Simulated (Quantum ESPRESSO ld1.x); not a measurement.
Values are calculated unless marked as measured or tabulated.
The table gives one normalised radial function P(r) = r R(r) of Fe2+ in [Ar] 3d6 (r in bohr). Code: ld1.x of Quantum ESPRESSO 7.5. Model: scalar-relativistic Kohn-Sham, LDA (Slater exchange, Perdew-Zunger correlation), spin-polarised, spherical densities, point nucleus; open shells are filled with parallel spins first.

r           P
0.008278   0.0130
0.01078    0.0211
0.01415    0.0344
0.01842    0.0547
0.02399    0.0857
0.03124    0.1315
0.04068    0.1964
0.05297    0.2829
0.06897    0.3885
0.09053    0.5033
0.1179     0.5904
0.1535     0.6052
0.1999     0.4908
0.2603     0.2077
0.3389    -0.2259
0.4413    -0.7056
0.5792    -1.0703
0.7542    -1.1561
0.9821    -0.9711
1.279     -0.6423
1.665     -0.3285
2.168     -0.1239
2.823     -0.0319
3.706     -0.0047
4.825     -0.0004
6.283     0.0000
8.182     0.0000

Which n and l does it have? It may be an empty orbital.

Answer. n = 3, l = 1: the number of nodes gives n - l - 1 = 1, the rise at small r (about r^(l+1)) gives l, and the extent must fit the shell. The curve is that of 3p up; the table hardly tells the two spins apart. 3p up: eigenvalue -79.910 eV, 1 radial node at r = 0.298 bohr, <r> = 0.857 bohr, 90 % of the charge inside 1.32 bohr.
